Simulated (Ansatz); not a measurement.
`CC1OB1N` and `CC1BO1` differ in one atom or group.

Ansatz, PBE0-D4/def2-TZVP geometries, multiplicity 1. Each molecule was computed in one conformer, which needn't be the lowest.

```json
{"property": "HOMO–LUMO gap (PBE0/def2-TZVPP) / eV", "`CC1OB1N`": "8.18"}
{"property": "HOMO energy (B3LYP/def2-TZVPP) / eV", "`CC1OB1N`": "-7.23"}
{"property": "LUMO energy (PBE0/def2-TZVPP) / eV", "`CC1OB1N`": "0.76"}
{"property": "size of the dipole moment (PBE/def2-TZVPP) / D", "`CC1OB1N`": "2.39"}
{"property": "HOMO–LUMO gap (B3LYP/def2-TZVPP) / eV", "`CC1OB1N`": "7.63"}
{"property": "LUMO energy (B3LYP/def2-TZVPP) / eV", "`CC1OB1N`": "0.40"}
```

(1) Give the same properties after the change, and the shifts. (Estimate.)

## Answers

(1) Computed: 
```tsv
property	`CC1BO1`	shift
HOMO–LUMO gap (PBE0/def2-TZVPP) / eV	7.43	-0.75
HOMO energy (B3LYP/def2-TZVPP) / eV	-7.62	-0.39
LUMO energy (PBE0/def2-TZVPP) / eV	-0.38	-1.14
size of the dipole moment (PBE/def2-TZVPP) / D	1.31	-1.08
HOMO–LUMO gap (B3LYP/def2-TZVPP) / eV	6.98	-0.65
LUMO energy (B3LYP/def2-TZVPP) / eV	-0.65	-1.05
```

With PBE0 the HOMO falls by 0.39 eV and the LUMO falls by 1.14 eV, so the gap narrows by about 0.75 eV. PBE moves the HOMO by -0.42 eV and ωB97M-V by -0.38 eV. Dipoles are sizes alone; their direction can turn.

B3LYP here is the variant with VWN-RPA as its local correlation; programs differ in this.
